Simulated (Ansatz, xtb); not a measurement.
Two isomers of C5H4Cl3F

We compare I, `C=C(F)/C=C/C(Cl)(Cl)Cl`, a singlet, with II, `FC1=C(C(Cl)(Cl)Cl)CC1`, a singlet. Both are isolated molecules in the gas phase, relaxed with r2SCAN-D4/def2-SVP; the shapes shown needn't be the lowest conformers.

I (Å):

```xyz
13

C     1.6479   -3.8794    0.1086
C     1.6277   -2.5503   -0.0778
C     0.4748   -1.6879    0.0820
C     0.5263   -0.3593   -0.1229
C    -0.6095    0.5929    0.0189
Cl   -0.1619    1.8378    1.2474
Cl   -0.8587    1.4250   -1.5637
Cl   -2.1421   -0.1790    0.5121
F     2.7528   -1.9133   -0.4468
H     0.7364   -4.3976    0.4078
H     2.5681   -4.4479   -0.0365
H    -0.4589   -2.1710    0.3822
H     1.4620    0.1220   -0.4235
```

II (Å):

```yaml
atoms:
  - { symbol: C, position_ang: [-0.9341, -0.7451, -0.3011] }
  - { symbol: C, position_ang: [-0.3865, 0.3942, 0.1692] }
  - { symbol: C, position_ang: [-0.4475, 1.1906, 1.4051] }
  - { symbol: C, position_ang: [0.3889, 0.6105, -1.1167] }
  - { symbol: C, position_ang: [-0.2630, -0.7188, -1.6368] }
  - { symbol: Cl, position_ang: [-1.0291, 2.8603, 1.0168] }
  - { symbol: Cl, position_ang: [-1.5394, 0.4414, 2.5976] }
  - { symbol: Cl, position_ang: [1.2133, 1.3345, 2.1108] }
  - { symbol: F, position_ang: [-1.7772, -1.6304, 0.1877] }
  - { symbol: H, position_ang: [0.1010, 1.5114, -1.6812] }
  - { symbol: H, position_ang: [1.4840, 0.5689, -1.0058] }
  - { symbol: H, position_ang: [-0.9334, -0.6030, -2.5042] }
  - { symbol: H, position_ang: [0.4444, -1.5419, -1.8300] }
```

Which of the two would you expect CCSD(T)/def2-SVP + ΔMP2/def2-TZVPP electronic energies to favour?

Structure I; the calculation gives E(II) − E(I) = +0.381 eV.

How the difference moves with the method:

```csv
level,geometry,E(II) − E(I) (eV),departure from the last row (eV),"job, with rough time for the two"
r2SCAN-D4/def2-SVP,r2SCAN-D4/def2-SVP,+0.289,−0.092,"optimisation, 82 s"
HF/def2-SVP,r2SCAN-D4/def2-SVP,+0.476,+0.095,part of the CCSD(T) run
MP2/def2-SVP,r2SCAN-D4/def2-SVP,+0.194,−0.187,part of the CCSD(T) run
CCSD(T)/def2-SVP,r2SCAN-D4/def2-SVP,+0.327,−0.054,single point
CCSD(T)/def2-SVP + ΔMP2/def2-TZVPP,r2SCAN-D4/def2-SVP,+0.381,,"single point, 1.8 min"
```

As drawn, II has 2 C–C in place of 1 C=C. Structure I has no ring, II a 4-membered ring.

None of the levels shown reverses the order. The largest departure from CCSD(T)/def2-SVP + ΔMP2/def2-TZVPP is that of MP2/def2-SVP, 0.187 eV. Levels run at GFN2-xTB geometries aren't shown. The last row adds to CCSD(T) the change of the MP2 difference between the two basis sets, here +0.054 eV.

With thermal terms from frequencies at re-optimised GFN2-xTB minima (ideal gas, soft modes damped towards free rotors, one conformer each, 298.15 K, 1 atm): the zero-point term adds +0.067 eV; ΔH is +0.429 and ΔG +0.475 eV.

The correlated steps freeze 21 core orbitals. Programs: Ansatz 0.2.0, xtb 6.7.1; the last row on 4 threads of Arm Neoverse V2 on a shared host.
